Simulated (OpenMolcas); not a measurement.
## Bi+: effect of the IPEA shift

```
Program             : OpenMolcas 26.06
Basis               : ANO-RCC-VTZP [8s7p5d3f2g]
Scalar Hamiltonian  : DKH2, point nucleus
Active space        : 4 electrons in 9 orbitals (RAS2 6s 6p; RAS3 6d, at most 2 electrons)
State averaging     : 2S+1 = 3 even, 3 roots; 2S+1 = 1 even, 6 roots; 2S+1 = 5 odd, 1 root; 2S+1 = 3 odd, 8 roots; 2S+1 = 1 odd, 8 roots
Spin-orbit coupling : RASSI with atomic mean-field integrals over the reference wave functions, term energies averaged over their components
```

Methods on the same reference wave functions:
A. RASSCF
B. SS-RASPT2, IPEA 0 Eh, imaginary shift 0.1 Eh (closed shells correlated: 5d)
C. SS-RASPT2, IPEA 0.25 Eh, imaginary shift 0.1 Eh (closed shells correlated: 5d)

Energies in cm⁻¹ above 6s² 6p² ³P₀, the measured ground level; measured values from NIST Handbook of Basic Atomic Spectroscopic Data.

| Level | A | B | C | Measured |
| --- | --- | --- | --- | --- |
| 6s² 6p² ³P₀ | 0.0 | 0.0 | 0.0 | 0.0 |
| 6s² 6p² ³P₁ | 10898 | 11290 | 11250 | 13325 |
| 6s² 6p² ³P₂ [56 %] | 15592 | 15170 | 15150 | 17032 |
| 6s² 6p² ¹D₂ [56 %] | 30526 | 29740 | 29720 | 33939 |
| 6s² 6p² ¹S₀ | 42343 | 40420 | 40610 | 44174 |
| 6s 6p³ ⁵S°₂ | 68645 | 75920 | 76220 | 76149 |

Deviations, from unrounded energies. A percentage is the sum of absolute deviations over the sum of measured energies, with the sign that they share, or ± where signs differ.

```tsv
Against measurement	Levels	A	B	C
mean absolute deviation (cm-1)	5	3300	2400	2400
fine structure of the ground term (%)	2	-12.7	-12.8	-13.1
other terms of the ground configuration (%)	2	-6.7	-10.2	-10.0
other configurations (%)	1	-9.9	-0.3	+0.1
```

B, C lie about equally close to measurement and A furthest from it. The largest miss of C in the table is 6s² 6p² ¹D₂ [56 %], by -4200 cm-1. The ranking rests on the paired levels alone, and a cruder setting can come out closer through cancelling errors.

Between B and C the level of the table that moves most is 6s 6p³ ⁵S°₂, by 300 cm-1 (lowest in B, highest in C). Moves below CASPT2's spread within the term are not significant.

From A to B the spin-free energies of the other terms of 6s² 6p² shown, above ³P, scale by factors of 0.78 to 0.87.

The lowest spin-free term lies below A's lowest term by 0.430 hartree in B, 0.428 hartree in C.

The run also gave levels led by 6s² 6p 6d, which use shells meant for correlation; these and all levels above them are left out. Spin-orbit splittings of 6p shells tend to come out small when the coupling is added on scalar orbitals. Some terms mix strongly with configurations of 6d, whose occupation reaches 0.25 (6s 6p³ ³D°). Computed and measured levels are paired by configuration, term and J; levels that our copy of the source lacks, or whose pairing is in doubt (as where it misses far off the trend of its configuration), stay unpaired and out of the deviations. Where the source uses jj or jK labels, the order within each J decides. Only configurations of the active space appear. The table leaves out levels that lie high or whose names do not pair safely across all columns.

A share in square brackets marks a mixed level and gives the weight of the term that names it, the lowest over the columns. ° marks odd parity.
